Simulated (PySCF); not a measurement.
Mo(NMe)(S)(F)(SH) (CH₄FMoNS₂), SMILES [S]=[Mo](=[N]C)([F])[SH], multiplicity 1.

The structure is a stationary point at r2SCAN-D4/def2-SVP. The multiplicity is an assumed one; other spin states were not compared. The def2 effective core potentials stand for the cores of Mo; spin–orbit coupling is left out. The values are those of a single conformer.

Vertical ionisation energy (IE) and electron affinity (EA) in eV. Rows of orbital energies are one-electron estimates. Where ΔSCF, EOM or ADC give a negative EA the extra electron is unbound and the value depends on the basis.

```json
[
 {"level": "−ε(HOMO), −ε(LUMO), ωB97X/def2-TZVP (PySCF)", "IE": "9.82", "EA": "0.97"},
 {"level": "−ε(HOMO), −ε(LUMO), PBE/def2-TZVP (PySCF)", "IE": "6.40", "EA": "3.50"}
]
```
